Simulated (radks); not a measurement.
Values are calculated unless marked as measured or tabulated.
Species: the zinc ion Zn25+. Configuration: [He] 2s2 2p1 (the NIST ground configuration). Code: a radial shooting solver on a logarithmic mesh with Libxc functionals. Model: scalar-relativistic Kohn-Sham, SCAN, spin-unpolarised, spherical densities, finite nucleus; meta-GGA in the generalised Kohn-Sham scheme; Fermi nuclear charge, rms radius 3.9283 fm.

Unscreened Slater integrals over Kohn-Sham orbitals (cm^-1).

F0(2p,2p): 1108500
F2(2p,2p): 531580
F0(2p,2s): 1008300
G1(2p,2s): 566960
F0(2p,1s): 1496800
G1(2p,1s): 286350
F0(2s,2s): 945800
F0(2s,1s): 1324000
G0(2s,1s): 132340
F0(1s,1s): 4125900

Derived for the open shells (J is the average intra-shell exchange parameter used in DFT+U). 2p: J = F2/5 = 106300 cm^-1.
